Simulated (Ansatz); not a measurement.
Geometry optimisation, UKS revPBE-D4/6-31G* (Ansatz).

The input (input.yaml):

```yaml
crystal:
  periodic: [false, false, false]
  atoms:
    - { symbol: Al, position_ang: [0.0, 0.0, 0.0] }
    - { symbol: H, position_ang: [0.0, 0.0, 1.81] }
    - { symbol: O, position_ang: [1.5415, 0.0, -0.89] }
    - { symbol: Si, position_ang: [2.3874, -1.376, -1.352] }
    - { symbol: H, position_ang: [1.4599, -2.3514, -1.9176] }
    - { symbol: H, position_ang: [3.3882, -1.0195, -2.3535] }
    - { symbol: H, position_ang: [3.0504, -1.9546, -0.187] }
    - { symbol: Cl, position_ang: [-1.9312, 0.0, -1.115] }
    - { symbol: F, position_ang: [0.0, 0.0, 3.03] }
magnetization:
  spin_polarized: true
  initial_magnetization: 1
basis:
  gaussian: { orbitals: "6-31G*" }
hamiltonian:
  xc: revpbe
  dispersion: d4
relax:
  f_tol: 0.15
  max_steps: 25
  restrain:
    - { distance: [1, 8], at: 2.12, k: 30.0 }
    - { distance: [0, 1], at: 1.56, k: 30.0 }
```

Command:

```bash
$ ansatz run input.yaml --threads 4 --pin off --max-ram 5120MiB --backend cpu --events-out ev --progress --plain --runs-dir out
```

Where does it end, and by what steps?

It converged. The restraints hold the end off the free minimum; the threshold counts their pulls, which the force column leaves out. Restrained pairs: H2–F9 (1.22 → 2.13 Å), Al1–H2 (1.81 → 1.61 Å). After 17 steps the energy has fallen by 1.765 eV (the restraints' own energy left out); H2 moved furthest, 1.55 Å.

| step | energy less start (eV) | largest force component (eV/Å) | accepted |
| --- | --- | --- | --- |
| 0 | 0.0000 | 2.897 | yes |
| 1 | 0.5975 | 1.469 | yes |
| 2 | 0.9162 | 1.920 | yes |
| 3 | 0.9612 | 0.937 | yes |
| 4 | 0.9134 | 0.891 | yes |
| 5 | 0.8835 | 0.680 | yes |
| 6 | 0.8342 | 0.793 | yes |
| 7 | 0.8072 | 0.626 | yes |
| 8 | 0.7450 | 0.744 | yes |
| 9 | 0.6437 | 0.856 | yes |
| 10 | 0.4693 | 1.206 | yes |
| 11 | 0.1577 | 1.786 | yes |
| 12 | -0.2795 | 2.392 | yes |
| 13 | -1.0229 | 2.709 | yes |
| 14 | -1.7050 | 1.832 | yes |
| 15 | -1.7273 | 1.677 | yes |
| 16 | -1.7551 | 1.580 | yes |
| 17 | -1.7652 | 1.550 | yes |

```xyz
9
Properties=species:S:1:pos:R:3
Al -0.079 -0.187 0.533
H 0.044 1.339 1.021
O 1.243 -0.704 -0.419
Si 2.420 -1.518 -1.263
H 1.768 -2.500 -2.197
H 3.231 -0.551 -2.074
H 3.328 -2.271 -0.335
Cl -1.959 0.123 -0.444
F -0.099 -0.431 2.203
```

The run took 43 s on 4 threads of Arm Neoverse V1, with other jobs on the host, peak memory 0.23 GiB.
